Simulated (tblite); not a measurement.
Isomers of C7H10O3. Method: GFN2-xTB as coded in tblite; computed harmonic values from a numerical Hessian at the method's own geometry, unscaled. This tight-binding method is rough: wavenumbers can miss measured ones by several per cent, in bad cases by 10 to 20. One conformer each.

Electronic energies: GFN2-xTB at the same geometries; isomer energies are rough at this level and their order can be wrong.

```json
{"SMILES": "C#CCCCOC(=O)OC", "electronic energy, lowest = 0 (kJ/mol)": "80.6"}
{"SMILES": "CC(=O)OC(=O)CC1CC1", "electronic energy, lowest = 0 (kJ/mol)": "0.0"}
{"SMILES": "COC1=C[C@@H](OC)C=CO1", "electronic energy, lowest = 0 (kJ/mol)": "79.2"}
{"SMILES": "C=CCOC(=O)OCC=C", "electronic energy, lowest = 0 (kJ/mol)": "83.0"}
```

Q: How do GFN2-xTB zero-point energies change the relative energies?

A: 
```
               SMILES  ZPE (kJ/mol)  of it from modes above 1550 cm⁻¹  electronic (kJ/mol)  with ZPE, lowest = 0 (kJ/mol)  lowest mode (cm⁻¹)  rings
   CC(=O)OC(=O)CC1CC1         414.9                             204.9                  0.0                            0.0                  25      1
COC1=C[C@@H](OC)C=CO1         414.1                             199.4                 79.2                           78.5                  46      1
       C#CCCCOC(=O)OC         411.6                             205.3                 80.6                           77.3                  32      0
      C=CCOC(=O)OCC=C         409.5                             212.9                 83.0                           77.6                 10i      0
```

The zero-point energies span 5.4 kJ/mol, from `C=CCOC(=O)OCC=C` to `CC(=O)OC(=O)CC1CC1`. Slightly imaginary modes are left out of the zero-point energy: `C=CCOC(=O)OCC=C` 10.4i cm⁻¹. The lowest isomer stays, but the order above it changes.
